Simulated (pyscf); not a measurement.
H₂N–Si(NH₂)(NH₂)–NH₂, singlet

Gas-phase minimum from PySCF at ωB97X-D3(BJ)/def2-SVP, one conformer. 

```xyz
13

N     -0.8089     0.7563    -2.3870
Si    -0.6053     0.1423    -0.7784
N      0.2395    -1.3710    -0.7328
N      0.3864     1.1606     0.2142
N     -2.2384     0.0234    -0.2083
H     -1.4264     1.5466    -2.5409
H     -0.0096     0.7956    -3.0103
H      1.2420    -1.3835    -0.8889
H     -0.1977    -2.1981    -1.1247
H      0.7015     0.8183     1.1160
H      0.1977     2.1565     0.2516
H     -2.9389    -0.4117    -0.7996
H     -2.4112    -0.1845     0.7694
```

Bonds (Å): N1–Si2 1.734, N1–H6 1.015, N1–H7 1.014, Si2–N3 1.734, Si2–N4 1.734, Si2–N5 1.734, N3–H8 1.015, N3–H9 1.014, N4–H10 1.015, N4–H11 1.014, N5–H12 1.015, N5–H13 1.014. Angles (°): Si2–N1–H6 119.2, Si2–N1–H7 119.4, H6–N1–H7 110.9, N1–Si2–N3 113.0, N1–Si2–N4 113.0, N1–Si2–N5 102.6, N3–Si2–N4 102.6, N3–Si2–N5 113.0, N4–Si2–N5 113.0, Si2–N3–H8 119.2, Si2–N3–H9 119.4, H8–N3–H9 110.9, Si2–N4–H10 119.2, Si2–N4–H11 119.4 (the first ones only).

Properties at ωB97X-D3(BJ)/def2-SVP:

```json
{
  "harmonic_wavenumbers_unscaled": "153, 198, 218, 219, 299, 304, 315, 315, 395, 418, 438, 438, 439, 733, 777, 777, 809, 834, 912, 913, 958, 1547, 1547, 1550, 1555, 3616, 3616, 3617, 3617, 3712, 3712, 3713, 3713 cm⁻¹",
  "zero_point_energy": "66.3 kcal/mol",
  "rotational_symmetry_number": "2",
  "Entropy of this conformer at 298 K and 1 atm, rigid rotor and harmonic oscillator, modes under 100 cm⁻¹ raised to 100": "354.0 J/(mol K)",
  "dipole_moment": "0.00 D"
}
```

Single-point totals, which compare only within one level:

| level | total energy (hartree) |
|---|---|
| ωB97X-D3(BJ)/def2-TZVP | -513.66967 |
| PBE/def2-TZVP | -513.14031 |
| r²SCAN/def2-TZVP | -513.41675 |
| B3LYP-D3(BJ)/def2-TZVP | -513.60810 |
| PBE0-D3(BJ)/def2-TZVP | -513.19445 |
| M06-2X/def2-TZVP | -513.45530 |
| ωB97M-D3(BJ)/def2-TZVP | -513.67090 |

Soft torsions are taken as harmonic, which can shift the entropy by several J/(mol K).
